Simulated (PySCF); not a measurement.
Task: Write Cartesian coordinates for `C=C1C[C@@H](F)[C@H]1F` as optimised with GFN2-xTB.

Result: 
```xyz
13
C5H6F2 angstrom
C      1.942   -0.519    0.087
C      0.667   -0.211   -0.017
C     -0.625   -0.974    0.134
C     -1.400    0.336   -0.093
F     -2.124    0.737    0.991
C     -0.056    1.090   -0.284
F      0.189    2.095    0.609
H      2.262   -1.523    0.305
H      2.711    0.226   -0.031
H     -0.802   -1.751   -0.608
H     -0.779   -1.386    1.130
H     -2.073    0.366   -0.955
H      0.084    1.516   -1.285
```

Orientation and origin are arbitrary. Atoms count from 1 in this order. The 4-membered ring C2–C3–C4–C6 has internal angles of 88.5° to 92.5° (sum 360°, against 360° for a flat polygon); it is almost planar, 0.01 Å rms from its mean plane, widest ring torsion 2°. The 5 C–C bonds span 1.315 Å (C1=C2, drawn double) to 1.552 Å (C4–C6, drawn single), a spread of 0.237 Å.

Bonds between heavy atoms (Å): C1=C2 1.315, C2–C3 1.508, C3–C4 1.539, C4–F5 1.364, C4–C6 1.552, C6–F7 1.367, C2–C6 1.513.

Structure optimised with GFN2-xTB, isolated species.

Point group: C1 (no symmetry element, even within 0.4 Å). GFN2-xTB frequencies: not computed here.
